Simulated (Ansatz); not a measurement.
C₆H₈GeS, SMILES `[GeH3][S]c1ccccc1`, relaxed with RKS PBE-D4/def2-SVP in Ansatz 0.2.0 from a rough embedded geometry. The force threshold is 0.03 eV/Å; the program also tests the step.

The species carries charge 0 and has multiplicity 1.

Start:

```xyz
16

Ge    0.255    0.007   -2.939
S     1.893   -0.287   -1.447
C     0.788   -0.150   -0.005
C     0.624    1.154    0.510
C    -0.264    1.221    1.664
C    -0.866    0.096    2.209
C    -0.626   -1.156    1.598
C     0.212   -1.247    0.481
H    -0.384    1.415   -2.601
H     0.793   -0.031   -4.324
H    -0.821   -1.095   -2.667
H     1.092    2.007    0.156
H    -0.456    2.194    2.175
H    -1.512    0.162    3.094
H    -1.117   -2.065    2.019
H     0.390   -2.224    0.075
```

(1) How much energy does the relaxation release, and in how many steps? (Best estimate.)

(2) Which bonds change most? (Estimate.)

(3) Give the relaxed structure. (Best estimate.)

## Answers

(1) The calculation gave: 44.01 kJ/mol, in 4 steps.

(2) Computed: C3–C8 from 1.332 to 1.409 Å; C4–H12 from 1.036 to 1.100 Å; Ge1–H10 from 1.487 to 1.551 Å; C4–C5 from 1.457 to 1.403 Å.

(3) Computed: 
```xyz
16

Ge    0.244    0.036   -3.027
S     1.827   -0.267   -1.455
C     0.761   -0.126   -0.012
C     0.554    1.129    0.594
C    -0.242    1.228    1.745
C    -0.834    0.080    2.298
C    -0.625   -1.171    1.695
C     0.170   -1.278    0.544
H    -0.413    1.431   -2.843
H     0.974   -0.052   -4.392
H    -0.833   -1.076   -2.906
H     1.023    2.022    0.156
H    -0.401    2.212    2.213
H    -1.460    0.162    3.199
H    -1.085   -2.074    2.124
H     0.339   -2.254    0.067
```
